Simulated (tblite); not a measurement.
C4H13BN2.
Numbering: `[CH2:1]=[CH:2][B@H-:3]([NH3+:4])[CH2:5][CH2:6][NH2:7]` (hydrogens: H8, H9 on C1; H10 on C2; H11 on B3; H12, H13, H14 on N4; H15, H16 on C5; H17, H18 on C6; H19, H20 on N7)

Geometry (GFN2-xTB, Å), atoms numbered from 1 in this order:
```xyz
20
C4H13BN2 angstrom
C     -2.010    2.159    0.383
C     -1.928    0.845    0.247
B     -0.763    0.047   -0.505
N     -1.178   -1.550   -0.378
C      0.673    0.187    0.258
C      1.811   -0.633   -0.359
N      3.124   -0.433    0.249
H     -2.814    2.654    0.910
H     -1.262    2.812   -0.039
H     -2.732    0.266    0.705
H     -0.700    0.265   -1.675
H     -0.467   -2.106   -0.841
H     -1.219   -1.789    0.607
H     -2.082   -1.699   -0.812
H      0.973    1.237    0.239
H      0.591   -0.083    1.317
H      1.604   -1.708   -0.275
H      1.909   -0.390   -1.420
H      3.401    0.537    0.138
H      3.064   -0.608    1.249
```

Computed values, GFN2-xTB/tblite, gas phase, harmonic and unscaled. This tight-binding method is rough: wavenumbers can miss measured ones by several per cent, in bad cases by 10 to 20. Modes of hydrogen on boron can be 10 to 20 % off. One conformer, not necessarily the lowest. The optimisation stopped once no atom felt more than 0.01 eV/Å.

Lowest wavenumbers of the output (negative numbers stand for imaginary wavenumbers):
```
mode    cm-1
  1     -26.2
  2      60.5
  3      93.5
  4     129.8
  5     156.1
  6     208.2
  7     282.3
  8     300.8
```

Is this structure a minimum?

Not by this Hessian. 1 mode is imaginary beyond 20i (26i cm⁻¹), so at this level the point lies at or near a first-order saddle. The curvature is small, so loose convergence or finite differences may be the whole cause.

Which atoms move in the imaginary mode?

26i: C1 (terminal =CH2 carbon) 26 %, H9 (vinylic hydrogen) 22 %, H10 (vinylic hydrogen) 20 %, C2 (alkene CH carbon) 16 %. These are shares of the mass-weighted motion.

What is the remedy?

Step along that mode in both directions, optimise again with tighter thresholds and repeat the frequencies. The zero-point energy of this point (109.4 kcal/mol) counts the 53 real modes alone, and thermal corrections from it aren't those of a minimum.
